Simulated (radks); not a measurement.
Results of a calculation; reference values are marked as such.
Effect of the nuclear size on the krypton ion Kr6+, [Ar] 3d10 4s2. Code: a radial shooting solver on a logarithmic mesh with Libxc functionals. Model: Dirac Kohn-Sham, LDA (Slater exchange, Perdew-Wang correlation), spin-unpolarised, spherical densities, finite nucleus; Fermi nuclear charge, rms radius 4.1884 fm. The rms radius is varied about that value; shifts are against it.

rms radius (fm)	total energy shift (eV)	density at nucleus (e/bohr^3)	1s1/2 shift (meV)	2s1/2 shift (meV)	3s1/2 shift (meV)	3p1/2 shift (meV)	4s1/2 shift (meV)	4p1/2 (empty) shift (meV)	5s1/2 (empty) shift (meV)
3.5978	-0.164	4.982e+04	-69.6	-7.03	-1.11	0.124	-0.169	0.035	-0.051
3.8659	-0.0924	4.953e+04	-39.2	-3.96	-0.625	0.070	-0.095	0.020	-0.029
4.1884	0	4.922e+04	0.000	0.000	0.000	0.000	0.000	0.000	0.000
4.5654	0.117	4.888e+04	49.5	5.00	0.789	-0.088	0.120	-0.025	0.036
5.114	0.303	4.844e+04	128	13.0	2.05	-0.229	0.312	-0.065	0.094

Slopes of the eigenvalues against <r^2> in GHz/fm^2, as finite differences over the two radii next to the reference (eigenvalue slopes, not the field-shift constants of lines): 1s1/2 3640, 2s1/2 367, 3s1/2 57.9, 3p1/2 -6.49, 4s1/2 8.82, 4p1/2 (empty) -1.85, 5s1/2 (empty) 2.66.
